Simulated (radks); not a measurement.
Polarisability of neutral arsenic, [Ar] 3d10 4s2 4p3, at imaginary frequency. All-electron calculation, scalar-relativistic Kohn-Sham, exchange-only LDA, spin-unpolarised, spherical densities, finite nucleus; Fermi nuclear charge, rms radius 4.0968 fm. Program: a radial shooting solver on a logarithmic mesh with Libxc functionals. Response by self-consistent Sternheimer equations with the Hartree and adiabatic exchange-only LDA kernel, the relativistic mass of each level held fixed and spin-orbit coupling left out.

| w (hartree) | alpha1(iw) (bohr^3) |
|---|---|
| 0.00266 | 40.86 |
| 0.0143 | 40.71 |
| 0.0360 | 39.95 |
| 0.0697 | 37.73 |
| 0.118 | 33.41 |
| 0.186 | 27.28 |
| 0.280 | 20.46 |
| 0.413 | 14.11 |
| 0.605 | 8.941 |
| 0.892 | 5.228 |
| 1.35 | 2.843 |
| 2.12 | 1.448 |
| 3.59 | 0.6778 |
| 6.94 | 0.2636 |
| 17.5 | 0.06172 |

Static values: alpha1 = 40.86 bohr^3 (6.055 angstrom^3; uncoupled 59.59). C6 = 360.3, triple-dipole C9 = 10380 atomic units. One-pole (London) frequency 4 C6 / (3 alpha1^2) = 0.288 hartree, against 0.158 for minus the highest occupied eigenvalue. Recommended static value: 30 bohr^3 (Schwerdtfeger and Nagle, 2023 table).

Beside tabulated values, note that spin-unpolarised runs miss the spin-polarisation part of the exchange energy of open shells.
